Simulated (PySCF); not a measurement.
**Spinor energies of P⁴⁺ (phosphorus, charge +4)**

Start: [Ne] 3s1; 3s1/2 filled at m_j = +1/2. Calculated with PySCF 2.14 in x2c-TZVPPall-2c: generalised Hartree-Fock with the X2C-1e Hamiltonian and a Gaussian nucleus; one run each with spin-orbit coupling (SO) switched off, then screened by Boettger's factors.

| spinor shell | electrons | ε, spin-free (eV) | ε, screened SO (eV) | weight of nominal j (screened SO) | rms radius, screened SO (bohr) |
| --- | --- | --- | --- | --- | --- |
| 1s1/2 | 2 | -2241.1 | -2241.1 | 1.000 | 0.120 |
| 2s1/2 | 2 | -261.72 | -261.72 | 1.000 | 0.558 |
| 2p1/2 | 2 | -203.50 | -204.21 | 0.953 | 0.534 |
| 2p3/2 | 4 | -203.50 | -203.15 | 0.976 | 0.536 |
| 3s1/2 | 1 | -64.541 | -64.541 | 1.000 | 1.73 |

```
   quantity   spin-free  screened SO
E (hartree)  -337.53976   -337.54017
        M_J         1/2          1/2
       ⟨J²⟩       0.750        0.750
       ⟨L²⟩       0.000        0.000
       ⟨S²⟩       0.750        0.750
```

Each row is a mean over spinors that exchange with the open shell spreads, by up to 1.180 eV (2s1/2).

Without spin-orbit coupling the j labels of p, d and f shells carry no meaning; the spin-free column gives the mean over the occupied spinors of each nl shell.
